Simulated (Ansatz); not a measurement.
The lowest singlet and triplet of F2Ge (SMILES [F][Ge][F]); geometries from B3LYP-D3(BJ)/def2-TZVP, each state relaxed from the structure named, with no frequency check.
Singlet (charge 0, multiplicity 1):
```csv
atom,x (Å),y (Å),z (Å)
F,-1.3205,-0.7437,0.0000
Ge,-0.0004,0.4177,0.0000
F,1.3219,-0.7413,0.0000
```

| level | gap E(singlet) − E(triplet), vertical, at the singlet's geometry (kcal/mol) | cost |
|---|---|---|
| U-HF/cc-pVDZ | -67.06 | - |
| R-HF/cc-pVTZ | -65.26 | - |
| U-HF/cc-pVTZ | -65.26 | - |
| U-PBE/def2-TZVPP | -84.49 | ×1 |
| R-B3LYP/def2-TZVPP | -87.84 | ×1 |
| U-PBE0/def2-TZVPP | -82.53 | ×2 |
| R-wB97M-V/def2-TZVPP | -88.48 | ×4 |
| R-B2PLYP/def2-TZVPP | -86.25 | ×2 |
| U-B2PLYP/def2-TZVPP | -86.25 | ×3 |
| U-SCS-MP2/cc-pVDZ | -82.37 | - |
| R-CCSD/cc-pVDZ | -81.98 | - |
| U-CCSD/cc-pVTZ | -82.21 | - |
| U-CCSD/cc-pVQZ | -82.38 | - |
| R-CCSD(T)/cc-pVDZ | -82.49 | ×1 |
| U-CCSD(T)/cc-pVDZ | -82.49 | ×2 |
| R-CCSDT/cc-pVDZ | -82.36 | - |
| SC-NEVPT2 on SA-CASSCF(2,2)/cc-pVTZ | -81.58 | - |
| SC-NEVPT2 on SA-CASSCF(2,2)/cc-pVQZ | -81.87 | - |
| FIC-MRCISD+Q on SA-CASSCF(2,2)/cc-pVDZ | -82.64 | - |
| FIC-MRCISD+Q on SA-CASSCF(2,2)/cc-pVQZ | -82.96 | - |

The rows run from -88.48 (R-wB97M-V/def2-TZVPP) to -65.26 kcal/mol (U-HF/cc-pVTZ). The 3 U-functionals in def2-TZVPP without D3 or D4 span 3.72, from U-B2PLYP to U-PBE0.

A positive gap puts the triplet lower; no zero-point energy. R- takes a restricted singlet. U- takes an unrestricted singlet (broken symmetry where lower, unprojected). The triplet is unrestricted in single-reference levels. Active spaces average the two states.

Cores are frozen in the correlated methods. Filled d and f shells under p-block atoms count as core.

The values were computed with Ansatz (an electronic-structure program) with Gaussian orbitals. 

Costs are rough ratios of core time to R-PBE/def2-TZVPP (about 2.7 s over the structures, on one shared machine); a dash marks a level with no comparable run of its own.
